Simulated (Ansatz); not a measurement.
H₂HfO₂, SMILES [OH][Hf][OH] (connectivity only; charge and spin as stated), neutral, multiplicity 3.

Coordinates come from a PBE-D3(BJ)/def2-TZVP optimisation. The spin state was assumed, not searched. The def2 effective core potentials stand for the cores of Hf; spin–orbit coupling is left out. One conformer was computed; it need not be the lowest.

Two levels are set side by side: PBE/def2-TZVPD (Ansatz, a quantum-chemistry and plane-wave program) and PBE0/def2-TZVPD (Ansatz). Energy differences of separate SCF runs at the same geometry; the states with an electron removed or added have multiplicity 2 and 2. Differences are taken from unrounded values.

```tsv
quantity	PBE0
vertical ionisation energy (eV)	6.44
vertical electron affinity (eV)	0.59
```

Q: What does PBE give, and how far is it from PBE0? (The exact figures need the calculation; the answer reports its results.)

A: 
```
quantity                          PBE  PBE minus PBE0
-------------------------------  ----  --------------
vertical ionisation energy (eV)  6.32           -0.13
vertical electron affinity (eV)  0.74            0.15
```
